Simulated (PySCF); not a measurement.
## Polarisability and C₆ of Os⁺ (osmium, charge +1)

[Xe] 4f14 5d6 6s1, high-spin 6D determinant. All numbers are calculated (PySCF 2.14, scalar relativity through the core potential, in aug-cc-pVQZ-PP with ECP60MDF). Coupled (time-dependent) response in atomic units; α is the mean over directions.

```tsv
method	mean α (bohr³)	α xx, yy, zz	C₆ (like pair)	S(−4)
PBE0	28.22	28.54, 28.54, 27.57	234.1	305.6
```

S(−4) is the Cauchy moment in α(ω) = α(0) + S(−4) ω² + …

Spin-orbit coupling is absent.

α(iu) at PBE0:

```tsv
u (hartree)	α(iu) (bohr³)
0	28.22
0.0500	27.48
0.100	25.56
0.200	20.53
0.300	16.19
0.500	10.80
0.750	7.366
1.00	5.445
1.50	3.380
2.00	2.312
3.00	1.271
5.00	0.5417
```

For an ion, C₆ is the dispersion term alone; charge-induced terms of lower order in 1/R come first.

The components differ because the open shell of this determinant is not spherical; for a pure term their mean is the scalar polarisability.

Energies and moments cover only the electrons outside the core potential. Spin-orbit coupling, absent here, splits the open shell strongly.
